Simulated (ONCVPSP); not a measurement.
silver: one change to an ONCV potential, before and after

```json
{"Element": "Ag", "Generator": "ONCVPSP 4.0.1", "Type": "optimised norm-conserving Vanderbilt (ONCV)", "Functional": "PBE", "Relativity": "scalar-relativistic", "Frozen core": "[Ar] 3d10", "Valence charge": "19", "Reference configuration": "4s2 4p6 4d10 5s0.75 (charge +0.25)", "Partial waves": "4s+5s: rc 1.75 bohr, ncon 3, nbas 7, qcut 9 1/bohr, 2 projectors; 4p: rc 1.60 bohr, ncon 3, nbas 6, qcut 9.9 1/bohr, 2 projectors, debl 2.6 Ha; 4d: rc 1.60 bohr, ncon 4, nbas 8, qcut 12 1/bohr, local", "Local potential": "the d channel", "Core correction": "Teter function, fcfact 3.5, rcfact 1.1"}
```

All-electron outer shells of the reference configuration (PBE, scalar-relativistic, ld1.x):

```json
{"shell": "3d", "level (eV)": "-360.36", "outermost node (bohr)": "–", "outermost maximum (bohr)": "0.27"}
{"shell": "4s", "level (eV)": "-96.97", "outermost node (bohr)": "0.44", "outermost maximum (bohr)": "0.82"}
{"shell": "4p", "level (eV)": "-60.49", "outermost node (bohr)": "0.44", "outermost maximum (bohr)": "0.88"}
{"shell": "4d", "level (eV)": "-9.36", "outermost node (bohr)": "0.43", "outermost maximum (bohr)": "1.04"}
{"shell": "5s", "level (eV)": "-6.02", "outermost node (bohr)": "1.11", "outermost maximum (bohr)": "2.46"}
```

Change: functional PBEsol.

Cutoffs: the cutoffs (Ha) at which the residual kinetic energy of the hardest occupied pseudo-wave falls to 1 and 0.1 mHa per electron; they do not see the model core or the augmentation charge, which bear on the density cutoff. Errors are all-electron minus pseudo energies relative to the spin-unpolarised reference configuration.

How do hardness, ghosts and transferability respond?

The potential gets neither clearly harder nor softer (36 Ha and 44 Ha → 36 Ha and 44 Ha); of the 4 tests that both files solve, the error grows in 1 and shrinks in 0 by more than 15 % and 0.3 meV (median size 1.3 → 1.5 meV); neither file shows a bound ghost.

| quantity | base | changed |
| --- | --- | --- |
| cutoff, loose | 36 Ha | 36 Ha |
| cutoff, tight | 44 Ha | 44 Ha |
| loose cutoff by channel | s 23 Ha, p 18 Ha, d 36 Ha | s 23 Ha, p 19 Ha, d 36 Ha |
| bound ghosts | none | none |
| GHOST(+) flags under 300 eV | none | none |
| error for 4s2 4p6 4d10 5s1, meV [ΔE -1.30 eV] | +0.2 | +0.2 |
| error for 4s2 4p6 4d10 5s0, meV [ΔE 6.46 → 6.44 eV] | -1.6 | -1.5 |
| error for 4s2 4p6 4d9 5s0, meV [ΔE 28.57 → 28.56 eV] | -2.3 | -2.5 |
| error for 4s2 4p6 4d8 5s0, meV [ΔE 64.76 → 64.74 eV] | -1.0 | -1.4 |
| s: phases at 1.77 bohr within 0.05 rad from the reference energy up to (Ha; the scan ends near 5) | to the end of the scan | to the end of the scan |
| p: phases at 1.62 bohr within 0.05 rad from the reference energy up to (Ha; the scan ends near 5) | to the end of the scan | to the end of the scan |
| d: phases at 1.62 bohr within 0.05 rad from the reference energy up to (Ha; the scan ends near 5) | 3.4 | 3.4 |
| rms error of d²Exc/dni dnj with the model core, mHa | 0.57 | 0.89 |
